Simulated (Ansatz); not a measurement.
```yaml
crystal:
  periodic: [false, false, false]
  atoms:
    - {symbol: O, position_ang: [2.816227, -1.406333, -0.498531]}
    - {symbol: C, position_ang: [1.843691, -1.412978, 0.175893]}
    - {symbol: F, position_ang: [1.723955, -2.311436, 1.175005]}
    - {symbol: C, position_ang: [0.672555, -0.527946, 0.076794]}
    - {symbol: C, position_ang: [0.675309, 0.442754, -0.922405]}
    - {symbol: C, position_ang: [-0.403320, 1.297095, -1.053824]}
    - {symbol: C, position_ang: [-1.484920, 1.184920, -0.189537]}
    - {symbol: C, position_ang: [-1.488784, 0.218665, 0.806273]}
    - {symbol: C, position_ang: [-0.411577, -0.640268, 0.942720]}
    - {symbol: H, position_ang: [1.530744, 0.509774, -1.583363]}
    - {symbol: H, position_ang: [-0.403715, 2.052723, -1.830241]}
    - {symbol: H, position_ang: [-2.330328, 1.855489, -0.293424]}
    - {symbol: H, position_ang: [-2.334258, 0.134548, 1.478543]}
    - {symbol: H, position_ang: [-0.405559, -1.396998, 1.716076]}
basis:
  gaussian: {orbitals: aug-pcseg-2}
hamiltonian: {xc: {name: HF}}
accuracy: high
output: {forces: true}
```

```sh
$ ansatz run in.yaml --threads 2 --pin off --events-out ev --progress --plain --max-ram 32768MiB --backend cuda --devices 0, --max-vram 18GiB
```

Output, abridged:

```
Functional definition: HF
  name "HF"
  cite "Fock, Z. Phys. 61, 126 (1930) doi:10.1007/BF01340294"
  parent pbe
  exchange = exact_x
  correlation = 0
7761 factors; integrals over basis functions are off by at most 3.4e-9 eV
mean field evaluation 1: about -12033.0240 eV, gradient 5.4e1 eV
mean field evaluation 2: about -12033.3432 eV, gradient 5.4e1 eV
mean field evaluation 4: about -12039.8249 eV, gradient 6.8e0 eV
mean field evaluation 8: about -12039.9614 eV, gradient 2.5e-1 eV
mean field evaluation 16: about -12039.9619 eV, gradient 2.4e-8 eV
mean field -12039.96185065 eV, -442.4604370322 hartree, gradient 2.3e-8 eV, S^2 0.000000; 0 other end points of the search recorded, 5 dependent functions left out
the calculation of the forces begins
reference -12039.96185065 eV, -442.4604370322 hartree; 32, 32 occupied and 492, 492 virtual orbitals, 7761 factors
Total energy: -12039.96185065 eV, -442.4604370322 hartree
Atom 0 at     2.816227    -1.406333    -0.498531 Å, force    -1.739322    -0.102734     1.296974 eV/Å
Atom 1 at     1.843691    -1.412978     0.175893 Å, force     1.563536    -0.838317    -0.216506 eV/Å
Atom 2 at     1.723955    -2.311436     1.175005 Å, force     0.231830     0.859101    -1.034848 eV/Å
Atom 3 at     0.672555    -0.527946     0.076794 Å, force    -0.314677     0.267168    -0.056657 eV/Å
Atom 4 at     0.675309     0.442754    -0.922405 Å, force     0.144267    -0.039494    -0.059321 eV/Å
Atom 5 at    -0.403320     1.297095    -1.053824 Å, force     0.011920     0.141368    -0.152945 eV/Å
Atom 6 at    -1.484920     1.184920    -0.189537 Å, force    -0.075937     0.037534     0.013522 eV/Å
Atom 7 at    -1.488784     0.218665     0.806273 Å, force    -0.177041     0.015028     0.107064 eV/Å
Atom 8 at    -0.411577    -0.640268     0.942720 Å, force     0.109035    -0.146768     0.075401 eV/Å
Atom 9 at     1.530744     0.509774    -1.583363 Å, force    -0.394203     0.010010     0.262712 eV/Å
Atom 10 at    -0.403715     2.052723    -1.830241 Å, force    -0.001041    -0.304233     0.313449 eV/Å
Atom 11 at    -2.330328     1.855489    -0.293424 Å, force     0.339123    -0.268601     0.041785 eV/Å
Atom 12 at    -2.334258     0.134548     1.478543 Å, force     0.341585     0.033105    -0.271461 eV/Å
Atom 13 at    -0.405559    -1.396998     1.716076 Å, force    -0.039075     0.336832    -0.319171 eV/Å
Dipole moment:    -0.753720     0.473887     0.033935 e Å
```

Hardware: 2 threads of an AMD EPYC 7R13 on a shared host and a share of an NVIDIA H100 80 GB. Wall time 24 s, peak host memory 2 GiB.
